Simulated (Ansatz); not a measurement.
Basis-set extrapolation for `[CH3][Al]1[CH]=[C]1F` (PBE0-D4/def2-TZVP geometry, frozen core, Ansatz 0.2.0). Multiplicity 1, RHF reference.

```tsv
	def2-TZVPP	def2-QZVPP
HF	-457.312937	-457.329290
MP2 correlation	-0.801534	-0.862110
CCSD(T) correlation	-0.865038	not run
```

Energies in hartree. Use E(X) = E(∞) + A·exp(−7.88·√X) for Hartree–Fock and E(X) = E(∞) + B·X^(−2.97) for correlation, with X = 3 and 4, and add CCSD(T) minus MP2 of the smaller set to the MP2 limit.

Question: What is the CCSD(T) energy at the basis-set limit?

Answer: HF limit: -457.329290 + (-0.016353) × 0.13774 = -457.33154. MP2 limit: -0.862110 + (-0.060576) × 0.74074 = -0.90698. Higher-order term: -0.865038 − (-0.801534) = -0.06350. Total: -458.30202 hartree, 325.7 kJ/mol below CCSD(T)/def2-TZVPP.
